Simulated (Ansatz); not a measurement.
```yaml
crystal:
  periodic: [false, false, false]
  atoms:
    - {symbol: Be, position_ang: [-1.687123, -0.541318, -0.789318]}
    - {symbol: Be, position_ang: [-0.395216, 0.735237, 1.135799]}
    - {symbol: Be, position_ang: [0.187808, -1.367568, 0.371193]}
    - {symbol: Be, position_ang: [1.839018, 0.494860, 0.712512]}
    - {symbol: Be, position_ang: [0.152153, 0.891938, -1.106663]}
    - {symbol: Te, position_ang: [-1.833134, -2.593818, 0.165690]}
    - {symbol: Te, position_ang: [0.864841, -0.637477, 2.615081]}
    - {symbol: Te, position_ang: [1.948791, -0.798414, -1.266975]}
    - {symbol: Te, position_ang: [-1.887491, 1.147330, -2.290887]}
    - {symbol: Te, position_ang: [0.810353, 2.669231, 0.453578]}
basis:
  gaussian: {orbitals: def2-TZVPD}
magnetization: {spin_polarized: true, initial_magnetization: 2}
hamiltonian: {xc: pbe0, dispersion: d4}
scf: {omitted_lower_state_checks: [starts]}
output: {orbitals: {seedname: orbitals}}
```

```sh
$ ansatz run in.yaml --threads 4 --pin off --events-out ev --progress --plain --max-ram 6963MiB
```

(1) Does this run fit into the memory that it is given?

## Answers

(1) No. It has 405 basis functions, and Ansatz plans for 8 GiB where 7 GiB are given.
